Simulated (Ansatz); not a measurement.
Start from `BP[SiH](C)F` and change one atom or group to get `C[SiH](F)[SiH2]N`.

Ansatz, PBE0-D4/def2-TZVP geometries, multiplicity 1. Each molecule was computed in one conformer, which needn't be the lowest.

```csv
property,`BP[SiH](C)F`
HOMO energy (PBE0/def2-TZVPP) / eV,-7.54
size of the dipole moment (ωB97M-V/def2-TZVPP) / D,1.85
LUMO energy (PBE0/def2-TZVPP) / eV,-1.80
HOMO–LUMO gap (PBE/def2-TZVPP) / eV,3.84
"ideal-gas entropy at 298 K and 1 bar (rigid rotor, harmonic PBE0-D4/def2-TZVP) / J/(mol·K)",374
HOMO–LUMO gap (B3LYP/def2-TZVPP) / eV,5.33
```

Q: What does the change do to each property? (An estimate is asked.)

A: Ansatz gave: 
| property | `C[SiH](F)[SiH2]N` | shift |
| --- | --- | --- |
| HOMO energy (PBE0/def2-TZVPP) / eV | -7.26 | 0.28 |
| size of the dipole moment (ωB97M-V/def2-TZVPP) / D | 2.71 | 0.86 |
| LUMO energy (PBE0/def2-TZVPP) / eV | -0.41 | 1.39 |
| HOMO–LUMO gap (PBE/def2-TZVPP) / eV | 4.70 | 0.86 |
| ideal-gas entropy at 298 K and 1 bar (rigid rotor, harmonic PBE0-D4/def2-TZVP) / J/(mol·K) | 386 | 12 |
| HOMO–LUMO gap (B3LYP/def2-TZVPP) / eV | 6.45 | 1.12 |

With PBE0 the HOMO rises by 0.28 eV and the LUMO rises by 1.39 eV, so the gap widens by about 1.11 eV. PBE moves the HOMO by 0.59 eV and ωB97M-V by 0.15 eV. The zero-point energy changes by 32.0 kJ/mol with +3 modes. Dipoles are sizes alone; their direction can turn. Modes under 60 cm⁻¹, often nearly free rotors, make the harmonic entropy too high.

B3LYP here is the variant with VWN-RPA as its local correlation; programs differ in this.
